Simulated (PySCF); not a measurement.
A GIAO shielding run with PySCF 2.14 (density fitting, non-relativistic, gas phase) on `CN[Si@H](C[SiH2]C)[SiH2]N`, C₃H₁₆N₂Si₃:

```
$ OMP_NUM_THREADS=1 python probes_run.py task.json out

{"job": {"kind": "nmr", "xc": "PBE0", "basis": "pcSseg-1"}, "charge": 0, "multiplicity": 1}
C     -2.779136    -2.323254    -0.360812
N     -1.380346    -2.053074    -0.136073
Si    -0.703344    -0.496113    -0.475658
C      1.139580    -0.676656    -0.036975
Si     2.214398     0.743784    -0.672919
C      4.025473     0.492501    -0.156916
Si    -1.669564     1.259907     0.674154
N     -1.914413     2.538895    -0.459504
H     -2.952327    -3.399369    -0.417777
H     -3.066829    -1.874029    -1.308698
H     -3.424840    -1.907120     0.421857
H     -1.037600    -2.547160     0.674360
H     -0.826164    -0.403953    -1.945201
H      1.245693    -0.745039     1.046473
H      1.511533    -1.619244    -0.436368
H      2.145415     0.826892    -2.138313
H      1.727452     2.017801    -0.116021
H      4.126632     0.423622     0.922571
H      4.647595     1.317360    -0.491114
H      4.434808    -0.419148    -0.583198
H     -0.900056     1.673664     1.873627
H     -3.028249     1.027934     1.194417
H     -1.159140     2.787982    -1.077396
H     -2.388304     3.373578    -0.153495
```

Hardware: 1 thread of an Arm Neoverse V2, shared host. The job also computes population analyses, field gradients.

(1) How large is the calculation?

(2) How long does it take, and how much memory does it need?

## Answers

(1) 90 electrons, 237 basis functions and 1292 auxiliary functions.

(2) 77 s of wall time, with 13 SCF cycles and 4 response iterations; peak memory 1.1 GiB. Times on a shared host scatter by some tens of per cent.
